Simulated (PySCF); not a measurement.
selenium dioxide (O2Se), SMILES [Se](=O)=O.

The structure is a stationary point at PBE0-D3(BJ)/def2-TZVP.

Level of theory: TDDFT-PBE/def2-SVPD (PySCF 2.14.0).

Vertical excitations. The molecule is in vacuum. State labels are in the subgroup C2v.

Computed excitation energies, oscillator strengths and character:
| state | symmetry | energy (eV) | λ (nm) | f | main pairs |
|---|---|---|---|---|---|
| S1 | B1 | 3.18 | 390 | 0.002 | HOMO→LUMO 100 % |
| S2 | A2 | 3.22 | 386 | 0.000 | HOMO−1→LUMO 100 % |
| S3 | B2 | 5.08 | 244 | 0.038 | HOMO−2→LUMO 87 % |
| S4 | B1 | 6.45 | 192 | 0.003 | HOMO−3→LUMO 99 % |
| S5 | A2 | 6.69 | 185 | 0.000 | HOMO−5→LUMO 100 % |
| S6 | A1 | 7.05 | 176 | 0.045 | HOMO→LUMO+1 98 % |
| S7 | B2 | 7.24 | 171 | 0.000 | HOMO−1→LUMO+1 57 %, HOMO→LUMO+2 42 % |
| S8 | A1 | 7.26 | 171 | 0.000 | HOMO−1→LUMO+2 54 %, HOMO−4→LUMO 44 % |
| S9 | A2 | 7.72 | 161 | 0.000 | HOMO−2→LUMO+1 100 % |
| S10 | A1 | 7.83 | 158 | 0.000 | HOMO→LUMO+3 84 % |
| T1 | B1 | 2.42 | 512 | 0 | HOMO→LUMO 100 % |
| T2 | A2 | 2.71 | 458 | 0 | HOMO−1→LUMO 100 % |
| T3 | B2 | 2.87 | 432 | 0 | HOMO−2→LUMO 100 % |
| T4 | A1 | 5.41 | 229 | 0 | HOMO−4→LUMO 99 % |
Triplets are in the Tamm–Dancoff approximation, which puts them higher than full response would, so one can lie above its singlet here.
